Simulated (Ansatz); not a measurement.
## What a proton shuttle does

Si₄H₉F ([F][Si]([SiH3])([SiH3])[SiH3]) + H₂O → Si₃H₇OF ([OH][Si]([F])([SiH3])[SiH3]) + SiH₄ (links in brackets), a four-centre ligand exchange, has a barrier of 1.619 eV above its start structure and a step energy of -0.894 eV. One H₂O is now added to the ring of the saddle, taking the hydrogen and handing on one of its own. Gas-phase electronic energies, without zero-point energy, by CCSD(T) at an estimated basis limit (MP2 extrapolated from triple and quadruple zeta, plus CCSD(T) − MP2 in triple zeta); Ansatz 0.2.0, def2-TZVPP and QZVPP, frozen cores, on PBE0-D4/def2-TZVP structures. Extrapolation: Hartree–Fock as exp(−7.88 √X), correlation as X^−2.97. Each barrier counts from its own start structure, which holds all the molecules, is reached by relaxing down from the saddle and may not be the deepest complex; no counterpoise correction.

Problem. What are the barrier and the step energy with the shuttle? (Judge from chemistry; the value comes from the calculation.)

Solution. The calculation gives: Barrier 1.555 eV, 0.063 eV lower than without; step energy -0.831 eV, both from the start structure. Counted from all the molecules apart, the saddle lies at 1.097 eV with the shuttle and at 1.434 eV without; the start well goes from -0.184 to -0.459 eV. At the saddle the angle at each passing proton is O–H···Si 148° without the shuttle, against O–H···O 163° and O–H···Si 167° with it. Bringing in the extra molecule costs entropy, which these electronic energies leave out.

The T1 diagnostic stays at or below 0.015.

For scale, one of the runs: CCSD(T)/def2-TZVPP, 443 basis functions, launched by `ansatz run in.yaml --threads 4 --pin off --events-out ev --progress --plain --max-ram 46080MiB --backend cuda --devices 0, --max-vram 37GiB`. Time: 27 s of wall clock on 4 CPU threads of an AMD EPYC 7R13 and a share of one NVIDIA H100; the host was shared. Peak host memory: 1.1 GiB.
